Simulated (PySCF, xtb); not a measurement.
F2H5NSi2. Atoms are numbered in the order given.

```xyz
10

Si     0.5336    -1.4658    -0.0898
F     -0.6600    -2.5908    -0.1303
N      0.0000     0.0000     0.6812
Si    -0.5336     1.4658    -0.0898
F      0.6600     2.5908    -0.1303
H      1.6533    -2.0744     0.6955
H      0.8919    -1.1317    -1.5025
H      0.0000     0.0000     1.7072
H     -1.6533     2.0744     0.6955
H     -0.8919     1.1317    -1.5025
```

The structure is a stationary point at PBE-D3(BJ)/def2-SVP. This is a generated structure with no PubChem entry under its InChIKey; it may be hypothetical. The values are those of a single conformer.

Calculation: C-PCM-M06-2X/def2-SVP in PySCF.

The values are the electrostatic part of the solvation free energy, E(continuum) − E(gas) at the gas-phase geometry, in a cavity of scaled van der Waals radii (PySCF's table); cavitation and dispersion terms are not included. In vacuum the orbital gap is 11.46 eV. The dipole moment in vacuum is 1.01 D.

| solvent | ε | ΔG(elec) (kcal/mol) | dipole (D) | gap (eV) |
|---|---|---|---|---|
| water | 78.36 | -4.7 | 1.29 | 11.54 |
| tetrahydrofuran | 7.43 | -4.1 | 1.25 | 11.54 |
| cyclohexanone | 15.62 | -4.5 | 1.27 | 11.54 |

For comparison, GFN2-xTB/ALPB(water) (xtb, at the GFN2-xTB geometry, all terms of that model) gives 0.2 kcal/mol.
